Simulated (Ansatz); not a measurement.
Cost and result for the atomization energy of C$_{2}$H$_{8}$OSi$_{2}$, SMILES `[SiH3][SiH]1COC1` (13 atoms, 13 bonds).

Z-matrix (Å, degrees):
```
Si
Si 1 2.339
H 1 1.489 2 110.6
H 1 1.489 2 110.6 3 120.3
H 1 1.488 2 109.6 3 -119.9
C 2 1.901 1 116.2 3 78.2
C 2 1.901 1 116.2 3 161.5
H 2 1.492 1 110.5 3 -60.2
O 6 1.440 2 90.1 1 100.3
H 6 1.097 2 115.2 1 -146.0
H 6 1.092 2 119.8 1 -13.5
H 7 1.097 2 115.2 1 146.0
H 7 1.092 2 119.8 1 13.5
```

The species carries charge 0 and has multiplicity 1. The structure was optimised at the PBE0-D4/def2-TZVP level. Program: Ansatz. All runs use 4 threads of an Arm Neoverse V1 on a shared host. Times are those of one run each, without the atoms' runs, and a repeat can differ threefold. Electronic energies, without spin–orbit coupling; frozen cores. CCSD(T)/CBS adds CCSD(T) − MP2 in def2-TZVPP to the MP2 limit, and its time is that of the two runs behind it. T1 = 0.013. B3LYP takes the VWN-RPA correlation (the form of Gaussian; ORCA's B3LYP/G).

CCSD(T)/CBS is a level of theory with its own doubt, some kJ/mol a heavy atom from the limit and from the frozen cores, so smaller differences don't rank the functionals.

```tsv
level	functions	wall time	atomization (kcal/mol)	difference from CCSD(T)/CBS	per bond
LDA (SPW92)/def2-TZVPP	289	1.7 s	1222.9	148.8	11.4
revPBE-D4/def2-TZVPP	289	2.7 s	1065.6	-8.5	-0.7
PBE-D4/def2-TZVPP (with forces)	289	3.3 s	1088.3	14.2	1.1
PBE0-D4/def2-TZVPP	289	3.9 s	1073.5	-0.6	-0.1
r2SCAN-D4/def2-TZVPP (with forces)	289	6 s	1076.2	2.1	0.2
B3LYP-D4/def2-TZVPP (with forces)	289	6.5 s	1072.4	-1.7	-0.1
CCSD(T)/def2-SVP	118	7 s	1008.5	-65.6	-5.0
PBE-QIDH/def2-TZVPP	289	7.5 s	1065.3	-8.8	-0.7
B97M-V/def2-TZVPP	289	12 s	1077.4	3.3	0.3
ωB97M-V/def2-TZVPP (with forces)	289	15 s	1076.2	2.1	0.2
MP2/def2-QZVPP	551	32 s	1070.6	-3.5	-0.3
CCSD(T)/def2-TZVPP	289	4.2 min	1045.9	-28.2	-2.2
CCSD(T)/CBS(def2)	–	4.8 min	1074.1	0.0	0.0
```

From r2SCAN to r2SCAN0 (25 % exact exchange), in def2-TZVPP and without D4, the atomization energy moves by −14.4 kcal/mol: exact exchange takes away binding that semilocal exchange gives to molecules. The D4 term adds +11.0 kcal/mol with B3LYP and +5.8 kcal/mol with PBE0; it sums over pairs of atoms, weighted by their polarisabilities, and B3LYP, whose exchange is more repulsive, gets the larger term. At CCSD(T), def2-SVP lies −65.6 kcal/mol from the extrapolated value and def2-TZVPP −28.2 kcal/mol: correlation converges slowly with the basis, and small sets miss more of it in the bonded molecule than in its fragments.
